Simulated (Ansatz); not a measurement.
`[SH][Ga]([Cl])[Cl]` + `[SiH3]I` → `[SH][GaH][Cl]` + `Cl[SiH2]I`  (redistribution)

Computed with Ansatz on PBE0-D4/def2-TZVP structures; ΔE is electronic, products minus reactants. CCSD(T)/CBS adds triple-zeta CCSD(T) − MP2 to the extrapolated MP2 energy (def2 sets, frozen cores). DFT in def2-TZVPP. HSE06 is defined as in plane-wave codes. Elements past krypton have def2 core potentials. For Ga, I outer-core shells are correlated without core-valence functions, which leaves a few kJ/mol of doubt a bond. Scalar relativity is left out up to krypton. One conformer a species, not always the lowest.

**Question.** Is it downhill or uphill in electronic energy at CCSD(T)/CBS, and by how much? (Best estimate.)

**Answer.** Ansatz gave: Uphill: ΔE = +16.8 kJ/mol.

**Question.** What do these levels give: BHLYP-D4, PBE, PBE0, r2SCAN0, HSE06, LC-ωPBE? (An estimate is asked.)

**Answer.** The calculation gave: BHLYP-D4 22.0, PBE 14.4, PBE0 17.3, r2SCAN0 18.8, HSE06 17.5, LC-ωPBE 16.6 kJ/mol.

Largest T1 diagnostic among the species: 0.012.

At CCSD(T), def2-SVP lies +22.4 kJ/mol from the extrapolated value and def2-TZVPP +6.4 kJ/mol. In def2-TZVPP, CCSD(T) changes the Hartree–Fock value by −7.4 kJ/mol (the triples alone add −0.5 kJ/mol) and MP2 by −10.0 kJ/mol. From BLYP to BHLYP (50 % exact exchange), in def2-TZVPP and without D4, ΔE moves by +5.0 kJ/mol.
